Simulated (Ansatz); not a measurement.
Consider the substitution at a C–O bond: `CC(C)[O][Ge][O]C(C)C` + `[SiH3]S` → `CC(C)S[SiH3]` + `CC(C)[O][Ge][OH]`.

Program: Ansatz. Geometries: PBE0-D4/def2-TZVP. ΔE: electronic, gas phase. CBS: MP2 limit from def2 TZ/QZ plus the TZ coupled-cluster correction, frozen cores. DFT in def2-TZVPP. B3LYP here is the variant with VWN-RPA as its local correlation; programs differ in this. For Ge outer-core shells are correlated without core-valence functions, which leaves a few kJ/mol of doubt a bond. Scalar relativity is left out up to krypton. One conformer a species, not always the lowest.

| species | B3LYP energy (Eh) |
| --- | --- |
| `CC(C)[O][Ge][O]C(C)C` | -2464.78873 |
| `[SiH3]S` | -690.17307 |
| `CC(C)S[SiH3]` | -808.15727 |
| `CC(C)[O][Ge][OH]` | -2346.80837 |

Work out ΔE.

ΔE = (-808.15727) + (-2346.80837) − (-2464.78873) − (-690.17307) = -0.00384 Eh = -2.4 kcal/mol. CCSD(T)/CBS gives -4.6 kcal/mol.

Largest T1 diagnostic among the species: 0.014.

The D4 term adds −0.7 kcal/mol with B3LYP and −0.2 kcal/mol with PBE0; it sums over pairs of atoms, weighted by their polarisabilities, and B3LYP, whose exchange is more repulsive, gets the larger term. In def2-TZVPP, CCSD(T) changes the Hartree–Fock value by −2.9 kcal/mol (the triples alone add −0.5 kcal/mol) and MP2 by −5.0 kcal/mol.
